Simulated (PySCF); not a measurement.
C3H10OSiZn (SMILES C[CH](C)[Zn][O][SiH3]), singlet, at a GFN2-xTB geometry (such geometries of metal compounds can be far from the true shape); CASCI(4,5)/STO-3G in PySCF.

PySCF was given this input:
```python
from pyscf import gto, scf, mcscf
import numpy

mol = gto.M(
    atom='''
Zn   -0.640584   -0.113399   -0.252115
C    -0.820637   -1.698287    1.000598
C    -0.680874   -1.167113    2.420161
C     0.311454   -2.658706    0.664735
H    -1.772079   -2.218872    0.905247
H    -0.644281   -2.004626    3.120056
H     0.238606   -0.594086    2.539503
H    -1.523464   -0.535394    2.694973
H     0.183199   -3.097611   -0.322990
H     0.329169   -3.470302    1.395206
H     1.278836   -2.157783    0.701090
O     0.576857    1.135396   -0.664753
Si    1.350008    2.379743   -1.301311
H     1.359144    2.261160   -2.767108
H     2.717646    2.337769   -0.768985
H     0.676120    3.626772   -0.910136
''',
    basis='sto-3g',
    charge=0,
    spin=0,
    verbose=4,
)

mf = scf.RHF(mol)
mf.kernel()
mc = mcscf.CASCI(mf, 5, 4)
mc.fix_spin_(ss=0.0)
mc.kernel()
occ = numpy.linalg.eigvalsh(mc.fcisolver.make_rdm1(mc.ci, mc.ncas, mc.nelecas))[::-1]
ss = mc.fcisolver.spin_square(mc.ci, mc.ncas, mc.nelecas)[0]
print('natural occupations', occ.round(4), ' <S^2>', round(ss, 4))
```

What the program printed (banner, timings and long lists left out):

```
PySCF version 2.14.0

[INPUT] verbose = 4
[INPUT] num. atoms = 16
[INPUT] num. electrons = 80
[INPUT] charge = 0
[INPUT] spin (= nelec alpha-beta = 2S) = 0
[INPUT] symmetry False subgroup None
[INPUT] Mole.unit = angstrom
[INPUT] Symbol           X                Y                Z      unit          X                Y                Z       unit  Magmom
[INPUT]  1 Zn    -0.640584000000  -0.113399000000  -0.252115000000 AA   -1.210528319778  -0.214293052800  -0.476428301895 Bohr   0.0
[INPUT]  2 C     -0.820637000000  -1.698287000000   1.000598000000 AA   -1.550779177685  -3.209297310909   1.890856180788 Bohr   0.0
[INPUT]  3 C     -0.680874000000  -1.167113000000   2.420161000000 AA   -1.286665385337  -2.205523926420   4.573441467354 Bohr   0.0
[INPUT]  4 C      0.311454000000  -2.658706000000   0.664735000000 AA    0.588562760400  -5.024226185738   1.256167095413 Bohr   0.0
[INPUT]  5 H     -1.772079000000  -2.218872000000   0.905247000000 AA   -3.348743981093  -4.193060385466   1.710668905084 Bohr   0.0
[INPUT]  6 H     -0.644281000000  -2.004626000000   3.120056000000 AA   -1.217514637261  -3.788194122182   5.896051333306 Bohr   0.0
[INPUT]  7 H      0.238606000000  -0.594086000000   2.539503000000 AA    0.450899991678  -1.122659834438   4.798965162511 Bohr   0.0
[INPUT]  8 H     -1.523464000000  -0.535394000000   2.694973000000 AA   -2.878929720634  -1.011748028735   5.092760883097 Bohr   0.0
[INPUT]  9 H      0.183199000000  -3.097611000000  -0.322990000000 AA    0.346195936294  -5.853636430440  -0.610362640973 Bohr   0.0
[INPUT] 10 H      0.329169000000  -3.470302000000   1.395206000000 AA    0.622039258697  -6.557920349530   2.636557227350 Bohr   0.0
[INPUT] 11 H      1.278836000000  -2.157783000000   0.701090000000 AA    2.416649798234  -4.077618906242   1.324868088671 Bohr   0.0
[INPUT] 12 O      0.576857000000   1.135396000000  -0.664753000000 AA    1.090101743038   2.145587482927  -1.256201110483 Bohr   0.0
[INPUT] 13 Si     1.350008000000   2.379743000000  -1.301311000000 AA    2.551145385972   4.497062516851  -2.459121392884 Bohr   0.0
[INPUT] 14 H      1.359144000000   2.261160000000  -2.767108000000 AA    2.568409923846   4.272973123822  -5.229076277093 Bohr   0.0
[INPUT] 15 H      2.717646000000   2.337769000000  -0.768985000000 AA    5.135606643520   4.417743152498  -1.453171043899 Bohr   0.0
[INPUT] 16 H      0.676120000000   3.626772000000  -0.910136000000 AA    1.277681627341   6.853605796241  -1.719907776107 Bohr   0.0

nuclear repulsion = 497.872047605927
number of shells = 35
number of NR pGTOs = 171
number of NR cGTOs = 57
basis = sto-3g
ecp = {}

******** <class 'pyscf.scf.hf.RHF'> ********
method = RHF
initial guess = minao
damping factor = 0
level_shift factor = 0
DIIS = <class 'pyscf.scf.diis.CDIIS'>
diis_start_cycle = 1
diis_space = 8
diis_damp = 0
SCF conv_tol = 1e-09
SCF conv_tol_grad = None
SCF max_cycles = 50
direct_scf = True
direct_scf_tol = 1e-13
Set gradient conv threshold to 3.16228e-05
Initial guess from minao.
init E= -2232.89269358544
  HOMO = -0.424175712486949  LUMO = -0.224742302873641  gap/eV = 5.42686
cycle= 1 E= -2234.13961144242  delta_E= -1.25  |g|= 0.903  |ddm|= 4.46
  HOMO = 0.436568299554374  LUMO = 0.46027672150019  gap/eV = 0.64514
cycle= 2 E= -2234.25712467339  delta_E= -0.118  |g|= 1.37  |ddm|= 3.33
  HOMO = -0.0165539334804254  LUMO = 0.31434644292975  gap/eV = 9.00426
cycle= 3 E= -2234.73703474222  delta_E= -0.48  |g|= 0.295  |ddm|= 1.51
  HOMO = -0.122744604557834  LUMO = 0.262611402367658  gap/eV = 10.48607
cycle= 4 E= -2234.78027092781  delta_E= -0.0432  |g|= 0.169  |ddm|= 0.603
  HOMO = -0.168983411898565  LUMO = 0.232216122018255  gap/eV = 10.91720
cycle= 5 E= -2234.79412661589  delta_E= -0.0139  |g|= 0.0583  |ddm|= 0.299
  HOMO = -0.168629315611673  LUMO = 0.224280101711991  gap/eV = 10.69161
cycle= 6 E= -2234.7976588889  delta_E= -0.00353  |g|= 0.0171  |ddm|= 0.22
  HOMO = -0.168156165078575  LUMO = 0.223819544313576  gap/eV = 10.66620
cycle= 7 E= -2234.79804290943  delta_E= -0.000384  |g|= 0.00845  |ddm|= 0.0754
  HOMO = -0.168758084288314  LUMO = 0.223861353819889  gap/eV = 10.68372
cycle= 8 E= -2234.79814988168  delta_E= -0.000107  |g|= 0.00685  |ddm|= 0.0305
  HOMO = -0.168862466332548  LUMO = 0.224127666821903  gap/eV = 10.69381
cycle= 9 E= -2234.79824112619  delta_E= -9.12e-05  |g|= 0.00613  |ddm|= 0.0245
  HOMO = -0.1682894523357  LUMO = 0.224822090868922  gap/eV = 10.69711
cycle= 10 E= -2234.79845752919  delta_E= -0.000216  |g|= 0.00449  |ddm|= 0.0632
  HOMO = -0.168587230180464  LUMO = 0.225285999849471  gap/eV = 10.71784
cycle= 11 E= -2234.79863321631  delta_E= -0.000176  |g|= 0.00228  |ddm|= 0.0947
  HOMO = -0.168762041376353  LUMO = 0.225164602945342  gap/eV = 10.71929
cycle= 12 E= -2234.79865149172  delta_E= -1.83e-05  |g|= 0.00155  |ddm|= 0.0223
  HOMO = -0.168553643600795  LUMO = 0.2254682570668  gap/eV = 10.72188
cycle= 13 E= -2234.79865745487  delta_E= -5.96e-06  |g|= 0.00133  |ddm|= 0.012
  HOMO = -0.168578635449053  LUMO = 0.225497405036985  gap/eV = 10.72336
cycle= 14 E= -2234.79866062392  delta_E= -3.17e-06  |g|= 0.00127  |ddm|= 0.00391
  HOMO = -0.168532015869492  LUMO = 0.225538978573321  gap/eV = 10.72322
cycle= 15 E= -2234.79866835161  delta_E= -7.73e-06  |g|= 0.00114  |ddm|= 0.00976
  HOMO = -0.16853171944607  LUMO = 0.225497169058133  gap/eV = 10.72207
cycle= 16 E= -2234.798682917  delta_E= -1.46e-05  |g|= 0.000832  |ddm|= 0.0231
  HOMO = -0.168449846144034  LUMO = 0.225468858401443  gap/eV = 10.71907
cycle= 17 E= -2234.79869546308  delta_E= -1.25e-05  |g|= 0.000259  |ddm|= 0.0414
  HOMO = -0.168467977558072  LUMO = 0.22546535877774  gap/eV = 10.71947
cycle= 18 E= -2234.79869586408  delta_E= -4.01e-07  |g|= 6.33e-05  |ddm|= 0.00706
  HOMO = -0.168443392900768  LUMO = 0.225484310306027  gap/eV = 10.71932
cycle= 19 E= -2234.79869587655  delta_E= -1.25e-08  |g|= 2.31e-05  |ddm|= 0.0012
  HOMO = -0.168445706150222  LUMO = 0.225483863036362  gap/eV = 10.71937
cycle= 20 E= -2234.79869587753  delta_E= -9.77e-10  |g|= 9.48e-06  |ddm|= 0.000164
  HOMO = -0.168445588871842  LUMO = 0.225483799460024  gap/eV = 10.71936
Extra cycle  E= -2234.79869587761  delta_E= -8.5e-11  |g|= 7.29e-06  |ddm|= 2.05e-05
converged SCF energy = -2234.79869587761

******** <class 'pyscf.mcscf.casci.CASCI'> ********
CAS (2e+2e, 5o), ncore = 38, nvir = 14
natorb = False
canonicalization = True
sorting_mo_energy = False
******** <class 'pyscf.fci.addons.SpinPenaltyFCISolver'> ********
max. cycles = 200
conv_tol = 1e-08
davidson only = True
linear dependence = 1e-12
level shift = 0.001
max iter space = 12
nroots = 1
pspace_size = 400
spin = None
Density matrix diagonal elements [1.99352505 1.7550281  0.01619146 0.08383164 0.15142375]
CASCI converged
CASCI E = -2234.84709835623  E(CI) = -2.98885545747817  S^2 = 0.0000000
natural occupations [1.9936 1.7874 0.1996 0.0161 0.0033]  <S^2> 0.0
```
